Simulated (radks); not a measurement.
The selenium ion Se3+, configuration [Ar] 3d10 4s2 4p1.

All-electron calculation, non-relativistic Kohn-Sham, LDA (Slater exchange, VWN5 correlation), spin-polarised, spherical densities, point nucleus; open shells are filled with parallel spins first. Program: a radial shooting solver on a logarithmic mesh with Libxc functionals.

Energy parts (eV):
| part | energy |
|---|---|
| total | -65193.520 |
| kinetic | 65136.535 |
| electron-nucleus | -154894.270 |
| Hartree | 26811.778 |
| exchange-correlation | -2247.563 |

Orbitals (lengths in bohr, moments of r in powers of bohr; <r^-3> diverges for s and p1/2; r(max) is where P^2 peaks):
1s up: occ. 1; eigenvalue (eV) -12317.76; <r> 0.04505; r(max) 0.02975
1s down: occ. 1; eigenvalue (eV) -12317.68; <r> 0.04505; r(max) 0.02975
2s up: occ. 1; eigenvalue (eV) -1596.238; <r> 0.2003; r(max) 0.1684
2s down: occ. 1; eigenvalue (eV) -1596.189; <r> 0.2003; r(max) 0.1684
2p up: occ. 3; eigenvalue (eV) -1438.567; <r^-3> 1148; <r> 0.1729; r(max) 0.1333
2p down: occ. 3; eigenvalue (eV) -1438.494; <r^-3> 1148; <r> 0.1729; r(max) 0.1333
3s up: occ. 1; eigenvalue (eV) -241.7963; <r> 0.5860; r(max) 0.5123
3s down: occ. 1; eigenvalue (eV) -241.6868; <r> 0.5858; r(max) 0.5123
3p up: occ. 3; eigenvalue (eV) -187.5393; <r^-3> 162.1; <r> 0.5945; r(max) 0.5044
3p down: occ. 3; eigenvalue (eV) -187.4134; <r^-3> 162.2; <r> 0.5942; r(max) 0.5044
3d up: occ. 5; eigenvalue (eV) -91.0622; <r^-3> 20.12; <r> 0.6250; r(max) 0.4500
3d down: occ. 5; eigenvalue (eV) -90.8895; <r^-3> 20.18; <r> 0.6234; r(max) 0.4499
4s up: occ. 1; eigenvalue (eV) -49.3617; <r> 1.660; r(max) 1.470
4s down: occ. 1; eigenvalue (eV) -48.2338; <r> 1.659; r(max) 1.464
4p up: occ. 1; eigenvalue (eV) -37.1838; <r^-3> 16.93; <r> 1.878; r(max) 1.642
4p down: occ. 0; eigenvalue (eV) -36.0507; <r^-3> 16.93; <r> 1.885; r(max) 1.639
4d up: occ. 0; eigenvalue (eV) -20.2005; <r^-3> 1.376; <r> 2.593; r(max) 2.247
4d down: occ. 0; eigenvalue (eV) -19.3110; <r^-3> 1.293; <r> 2.654; r(max) 2.282
5s up: occ. 0; eigenvalue (eV) -18.2239; <r> 3.643; r(max) 3.464
5s down: occ. 0; eigenvalue (eV) -17.8326; <r> 3.699; r(max) 3.508

The highest occupied level is 4p up at -37.184 eV. Summed over all electrons, <r^2> = 18.68 bohr^2, which gives a Langevin (diamagnetic) susceptibility term of -14.8 x 10^-6 cm^3/mol. Spin moment in Bohr magnetons: 1. Virial ratio -V/T = 2.00087. The spin density at the nucleus is -0.3074 e/bohr^3 (1s -0.0780, 2s 0.0165, 3s -0.0400, 4s -0.2060), a Fermi contact field of -16.1 T.
